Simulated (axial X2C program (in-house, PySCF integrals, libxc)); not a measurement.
## Nuclear properties of Sn₂⁻

Computed with an in-house all-electron X2C program for linear molecules (integrals from PySCF): two-component X2C with atomic mean-field Coulomb and Gaunt terms, Gaussian nuclei, basis Sn dyall-acv3z with contracted cores.

R = 2.666 Å (near the PBE0 minimum at charge -1 of the determinant lowest at the starting distance; the state shown can have its own minimum elsewhere).

Determinant lowest in the PBE0 search, Ω = 3/2 (⟨Sz⟩ = 0.51, ⟨Lz⟩ = 0.99 at PBE0), spin on the atoms Sn 0.25, Sn 0.25:

```csv
level,A∥/gI Sn (MHz),qzz Sn (a.u.)
PBE0,87.8,-4.76
HF,-97.7,-5.30
TPSSh,97,-4.59
BHandHLYP,92.2,-5.00
PBE50,71.9,-5.05
```

Determinant 0.24 eV from it at PBE0 and this distance, Ω = 1/2 (⟨Sz⟩ = -0.51, ⟨Lz⟩ = 1.01 at PBE0), spin on the atoms Sn -0.26, Sn -0.26:

```json
{"level": "PBE0", "A∥/gI Sn (MHz)": "1170", "qzz Sn (a.u.)": "-5.03"}
{"level": "HF", "A∥/gI Sn (MHz)": "1540", "qzz Sn (a.u.)": "-5.42"}
{"level": "TPSSh", "A∥/gI Sn (MHz)": "1140", "qzz Sn (a.u.)": "-4.85"}
{"level": "BHandHLYP", "A∥/gI Sn (MHz)": "1170", "qzz Sn (a.u.)": "-5.27"}
{"level": "PBE50", "A∥/gI Sn (MHz)": "1210", "qzz Sn (a.u.)": "-5.30"}
```

A∥ (defined per Ω) follows by multiplying with gI = μI/(I μN); qzz is the electric field gradient, eQq0 = 234.96 MHz × Q/barn × qzz. The operators were transformed with the bare-nucleus X2C matrices; with these basis sets, hyperfine constants and field gradients can be off by tens of per cent, and where levels differ in sign neither size nor sign is settled.

Each state is one determinant with collinear spin. Unrestricted Hartree–Fock can overshoot spin polarisation at the nuclei. For an anion, determinants above electron detachment, or with a positive highest level, are held by the basis set. The search compared states at one distance, so a state with another bond length can lie lower. Further determinants of the search, some of them spin-mixed, are not shown. PBE0 term energies can be off by some tenths of an eV.
